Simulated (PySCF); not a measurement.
SMILES Brc1ccc(C)cc1 (C7H7Br), singlet (GFN2-xTB optimised geometry):

```
15

C     -1.488    -2.244    -0.021
C     -0.719    -0.960     0.000
C     -1.384     0.261    -0.001
C     -0.687     1.455    -0.001
C      0.697     1.425    -0.001
Br     1.671     3.066     0.004
C      1.385     0.225     0.000
C      0.671    -0.960     0.000
H     -1.785    -2.483    -1.043
H     -2.392    -2.163     0.579
H     -0.885    -3.066     0.357
H     -2.464     0.281    -0.001
H     -1.211     2.398     0.000
H      2.464     0.216     0.002
H      1.206    -1.898     0.001
```

Computed with CAM-B3LYP/def2-TZVP run with PySCF 2.14.0.

Task: What are the frontier orbital energies and the dipole moment?

Result: HOMO-2 -9.56 eV, HOMO-1 -8.87 eV, HOMO -8.02 eV, LUMO 0.54 eV, LUMO+1 0.66 eV; dipole moment 2.36 D.

Meta-Löwdin charges at CAM-B3LYP/def2-TZVP: C1 -0.34, C2 0.03, C3 -0.12, C4 -0.12, C5 -0.01, Br6 -0.06, C7 -0.12, C8 -0.12, H9 0.13, H10 0.12, H11 0.12, H12 0.12, H13 0.13, H14 0.13, H15 0.12.
